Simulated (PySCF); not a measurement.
Precursor series Zr Cl-Br. All species are isolated molecules in the gas phase.

All values below come from B3LYP-D3(BJ)/def2-TZVP // TPSS-D3(BJ)/def2-SVP in PySCF. B3LYP has the VWN-RPA correlation part, as in Gaussian. 

| species | mean distance from the central atom to its bonded neighbours (Å) | HOMO–LUMO gap (eV) |
|---|---|---|
| 0 of 4 Cl replaced by Br ([Zr(Cl)4]) | 2.337 | 6.43 |
| 3 of 4 Cl replaced by Br ([Zr(Cl)(Br)3]) | 2.448 | 5.55 |
| 4 of 4 Cl replaced by Br ([Zr(Br)4]) | 2.484 | 5.51 |
